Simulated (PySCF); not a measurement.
H2INSe, SMILES N[Se]I.

Geometry: B3LYP-D3(BJ)/def2-SVP. The def2 effective core potentials stand for the cores of I; spin–orbit coupling is left out. Other conformers were not sampled.

All values below come from B3LYP-D3(BJ)/def2-SVP in PySCF.

Frequencies are harmonic and unscaled.

Computed vibrational spectrum:
```csv
mode,ν (cm⁻¹),IR (km/mol),moving atoms (share of kinetic energy)
1,156,17.7,"N 50 %, I 21 %, H 18 %, Se 11 %"
2,220,7.2,"Se 63 %, I 26 %, N 8 %"
3,455,22.6,H 95 %
4,547,356.9,"H 50 %, N 47 %"
5,776,13.1,"N 50 %, H 37 %, Se 13 %"
6,995,4.2,"H 91 %, N 9 %"
7,1559,13.9,"H 92 %, N 8 %"
8,3512,28.6,H 96 %
9,3626,41.0,"H 91 %, N 9 %"
```
